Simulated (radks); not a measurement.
Ne+, 9 electrons, occupied as [He] 2s2 2p5. All-electron calculation, non-relativistic Kohn-Sham, PBEsol, spin-polarised, spherical densities, point nucleus; open shells are filled with parallel spins first. Program: a radial shooting solver on a logarithmic mesh with Libxc functionals. Some entries of the table are withheld. Estimate them.

orbital  occ.  eigenvalue (eV)  <1/r> (bohr^-1)
1s up       1              (1)            9.584
1s down     1              (2)            9.591
2s up       1         -56.1896            1.692
2s down     1         -54.2069            1.676
2p up       3         -33.1325            1.548
2p down     2         -31.0938            1.526

Answer. 
(1) 1s up eigenvalue (eV): -850.1022
(2) 1s down eigenvalue (eV): -849.1748
